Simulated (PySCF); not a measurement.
## Radial density of Tl⁶⁷⁺ (thallium, charge +67)

PW91, [Ne] 3s2 3p2, high-spin 3P determinant. All numbers are calculated (PySCF 2.14, the spin-free X2C one-electron Hamiltonian (Gaussian nucleus), in an uncontracted even-tempered set (17 s from 20 bohr⁻², ratio 2.5; 12 p from 26 bohr⁻², ratio 2.5; 4 d from 100 bohr⁻², ratio 2.7; 4 f from 150 bohr⁻², ratio 2.7)).

| r (bohr) | 4πr²ρ (e/bohr) | 4πr²(ρα − ρβ) |
| --- | --- | --- |
| 0.0202 | 92.60 | 3.5176 |
| 0.0340 | 113.8 | 6.0897 |
| 0.0573 | 125.1 | 2.0684 |
| 0.0963 | 48.60 | 3.7283 |
| 0.162 | 33.02 | 15.0817 |
| 0.272 | 4.631 | 2.3725 |
| 0.458 | 0.02325 | 0.0101 |

Densities and radii are taken from the X2C orbitals without a picture-change correction, which distorts them close to the nucleus.

Spin-orbit coupling is strong in this species (close to jj coupling), so the high-spin LS determinant is a model state, not a physical level.
